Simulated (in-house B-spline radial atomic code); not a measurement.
**LDA VWN5 excitations of the caesium ion Cs⁺**

Method: LDA VWN5. Computed with a B-spline radial code for spherical atoms: linear response of the closed shell [Kr] 4d10 5s2 5p6 with the functional's adiabatic kernel; scalar-relativistic (spin-free one-electron X2C), finite nucleus, no spin-orbit coupling, no double excitations, S, P, D and F terms only; shells from n = 3 respond. Only terms of natural parity with L up to 3 were computed.

Spin-orbit coupling is strong here, so these LS terms don't match observed levels.

Command:
```bash
python run_td.py task.json out
```
Settings (radii: box in bohr, nucleus in fm):
```
Z                        55
electrons                54
configuration            [Kr] 4d10 5s2 5p6
hamiltonian              x2c
method                   lda,vwn
box_radius               6.5
wall_radius              6.5
rms_radius               4.8041
intervals                67
```

Time taken, with all properties: 2.7 s on 1 thread of Arm Neoverse N1, on a shared host.

Confined states, up to the first strongly mixed one, which can leave gaps near the end. Labels give the largest channel, * marks a mixed state, and oscillator strengths are full-response dipole values. Semilocal kernels can invert the small singlet-triplet splittings of Rydberg terms. Energies in eV:

| state | full response | Tamm-Dancoff | oscillator strength |
| --- | --- | --- | --- |
| 5p → 5d 3P | ? | ? | - |
| 5p → 5d 3F | 14.356 | 14.381 | - |
| 5p → 6s 3P | 14.547 | 14.553 | - |
| 5p → 6s 1P | 14.802 | 14.822 | 0.513 |
| 5p → 5d 1F | 15.141 | 15.160 | - |
| 5p → 6p 3S | 18.198 | 18.215 | - |
| 5p → 5d 1P | 17.930 | 18.474 | 5.04 |
| 5p → 6p 3D | ? | ? | - |
| 5p → 6p 1D | 18.723 | 18.732 | - |
| 5p → 4f 3D | 20.260 | 20.283 | - |

Problem. Where does 5p → 6p 3D lie?

Solution. At 18.555 eV in full response, 18.562 eV in Tamm-Dancoff.

Problem. Where does 5p → 5d 3P lie?

Solution. At 13.993 eV in full response, 14.026 eV in Tamm-Dancoff.

Problem. How large is the singlet-triplet splitting of 5p → 6s (P terms) in Tamm-Dancoff?

Solution. 0.269 eV, from the unrounded values.

Problem. What polarisabilities and dispersion coefficient does the method give?

Solution. Dipole 15.69 bohr³, quadrupole 83.84 bohr⁵, C6 136.1 hartree·bohr⁶ for two such species.
